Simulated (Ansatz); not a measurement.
# doublet Al: levels of theory in one basis

A single Al atom.

Basis set: cc-pV(T+d)Z (spherical functions). Left uncorrelated: 5 orbitals. Correlation on ROHF uses semicanonical orbitals with singles. Charge 0, multiplicity 2.

Computed with Ansatz (development build ahead of 0.2.0); each method stands on the lowest determinant of its kind that the runs found.

| method | E − E(ROHF) (eV) | <S²> of the determinant |
| --- | --- | --- |
| ROHF | 0.00 | 0.75 |
| UHF | -0.11 | 0.77 |
| ROHF-MP2 | -1.09 | – |
| UHF-MP2 | -1.08 | 0.77 |
| ROHF-CCSD | -1.49 | – |
| UHF-CCSD | -1.50 | 0.77 |
| ROHF-CCSD(T) | -1.53 | – |
| UHF-CCSD(T) | -1.53 | 0.77 |
| UHF-BCCD(T) | -1.53 | 0.77 |
| ROHF-CCSDT | -1.54 | – |

(1) Is a single determinant a sound starting point here?

## Answers

(1) By this sign, yes. Unrestricted orbitals gain 0.11 eV and <S²> is 0.77 against 0.75 for a pure state.
